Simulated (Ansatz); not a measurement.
Start from `[F][Mg][O][SiH3]` and change one element to get `C[O][Mg][F]`.

Ansatz, PBE0-D4/def2-TZVP geometries, multiplicity 1. Each molecule was computed in one conformer, which needn't be the lowest.

```json
{"property": "HOMO energy (B3LYP/def2-TZVPP) / eV", "`[F][Mg][O][SiH3]`": "-8.09"}
{"property": "HOMO–LUMO gap (PBE/def2-TZVPP) / eV", "`[F][Mg][O][SiH3]`": "4.39"}
{"property": "LUMO energy (PBE0/def2-TZVPP) / eV", "`[F][Mg][O][SiH3]`": "-1.70"}
{"property": "size of the dipole moment (PBE/def2-TZVPP) / D", "`[F][Mg][O][SiH3]`": "0.06"}
{"property": "ideal-gas entropy at 298 K and 1 bar (rigid rotor, harmonic PBE0-D4/def2-TZVP) / J/(mol·K)", "`[F][Mg][O][SiH3]`": "328"}
{"property": "zero-point energy (PBE0-D4/def2-TZVP) / kJ/mol", "`[F][Mg][O][SiH3]`": "82.0"}
```

(1) Give the same properties after the change, and the shifts. (Estimate.)

## Answers

(1) Computed: 
```
                                                                                  property  `C[O][Mg][F]`  shift
                                                       HOMO energy (B3LYP/def2-TZVPP) / eV          -7.19   0.90
                                                       HOMO–LUMO gap (PBE/def2-TZVPP) / eV           3.74  -0.65
                                                        LUMO energy (PBE0/def2-TZVPP) / eV          -1.39   0.31
                                            size of the dipole moment (PBE/def2-TZVPP) / D           1.56   1.50
ideal-gas entropy at 298 K and 1 bar (rigid rotor, harmonic PBE0-D4/def2-TZVP) / J/(mol·K)            311    -17
                                            zero-point energy (PBE0-D4/def2-TZVP) / kJ/mol          113.4   31.4
```

With PBE0 the HOMO rises by 0.88 eV and the LUMO rises by 0.31 eV, so the gap narrows by about 0.57 eV. PBE moves the HOMO by 0.96 eV and ωB97M-V by 0.76 eV. Dipoles are sizes alone; their direction can turn. Modes under 60 cm⁻¹, often nearly free rotors, make the harmonic entropy too high.

B3LYP here is the variant with VWN-RPA as its local correlation; programs differ in this.
